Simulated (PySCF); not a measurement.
Excitations are Tamm–Dancoff values on a coarser integration grid. The basis has no diffuse functions, so Rydberg states are missing or too high.

Cartesian coordinates (Å):
SMILES: C/C([SiH3])=C/Cl
```xyz
12

C     -1.3903    -0.6929    -0.0804
C     -0.1893     0.2103    -0.0089
Si     1.5226    -0.5527     0.0793
C     -0.3636     1.5206    -0.0096
Cl     0.9400     2.6626     0.0690
H     -1.4362    -1.3507     0.7897
H     -1.3409    -1.3390    -0.9590
H     -2.3205    -0.1257    -0.1273
H      1.3513    -2.0227     0.0602
H      2.3437    -0.1499    -1.0806
H      2.2125    -0.1659     1.3268
H     -1.3295     2.0061    -0.0591
```
Charge 0, multiplicity 1.

Q: Predict the brightest of the four lowest singlets (TDA), HOMO and total energy from CAM-B3LYP-D3(BJ)/def2-TZVP run with PySCF.

A: 
```
Property                                            Value
-------------------------------------------  ------------
brightest of the four lowest singlets (TDA)       6.59 eV
HOMO                                             -8.59 eV
total energy                                 -868.2207 Ha
```
